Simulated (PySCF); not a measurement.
**Distorted geometries of La(OH)3(H2O)**

La(OH)3(H2O) (singlet). PySCF 2.14.0, RKS PBE0, La lcecp-1-SVP with ECP46, O def2-SVP, H def2-SVP; non-relativistic Hamiltonian with scalar-relativistic core potentials where named; density fitting; no spin-orbit coupling. Relaxed geometry:

```xyz
10

La    0.1720   -0.2309    0.1323
O     1.3151    1.3159    1.1731
H     1.8740    1.8904    1.6971
O    -1.4752   -1.1504    1.2321
H    -2.1277   -1.6047    1.7657
O     1.1746   -1.4725   -1.3571
H     1.6759   -2.0407   -1.9423
O    -1.2532    1.3830   -1.3613
H    -1.3819    2.3193   -1.1683
H    -1.9788    1.1249   -1.9411
```

Question: Order these distorted geometries by energy above the relaxed one, lowest first.
A.
```xyz
10

La    0.1579   -0.1819    0.1285
O     1.3270    1.3053    1.1269
H     1.9721    1.9185    1.7885
O    -1.4982   -1.1504    1.2084
H    -2.0998   -1.6377    1.7378
O     1.1963   -1.4485   -1.3251
H     1.6291   -2.0388   -1.9372
O    -1.2589    1.3621   -1.3873
H    -1.3881    2.2963   -1.2091
H    -2.0426    1.1096   -1.9013
```
B.
```xyz
10

La    0.1553   -0.2038    0.1491
O     1.3457    1.2986    1.1821
H     1.8260    1.8660    1.6971
O    -1.4518   -1.1808    1.2380
H    -2.1543   -1.5619    1.7751
O     1.1853   -1.4805   -1.3780
H     1.7079   -1.9897   -1.9564
O    -1.2418    1.3809   -1.3531
H    -1.3972    2.2941   -1.1718
H    -1.9804    1.1116   -1.9519
```
C.
```xyz
10

La    0.1559   -0.2175    0.1623
O     1.3284    1.2857    1.1394
H     1.8846    1.8986    1.7295
O    -1.4916   -1.1708    1.2174
H    -2.1731   -1.5850    1.8028
O     1.1692   -1.4562   -1.3562
H     1.6996   -2.0473   -1.9072
O    -1.2324    1.3833   -1.3670
H    -1.3508    2.3266   -1.1889
H    -1.9951    1.1170   -2.0019
```

Answer: B (0.18 eV), C (0.23 eV), A (0.50 eV).

Question: Which forces (eV/Å) act in the one that lies 0.23 eV up?

Answer: 
```
La  -0.08 -0.70 -0.80
O    1.80  2.13  1.97
H   -1.42 -1.59 -1.56
O   -1.23 -0.67  1.10
H    1.09  0.64 -0.95
O    0.15 -0.16 -0.03
H   -0.29  0.32  0.27
O   -1.99 -0.59 -1.61
H   -0.04 -0.12 -0.08
H    2.02  0.74  1.70
```
Forces carry noise of the integration grid, about 0.01 to 0.03 eV/Å.

A frequency check found unstable modes (1, the lowest at -32 cm⁻¹), so the relaxed geometry is a saddle point, or these are noise.
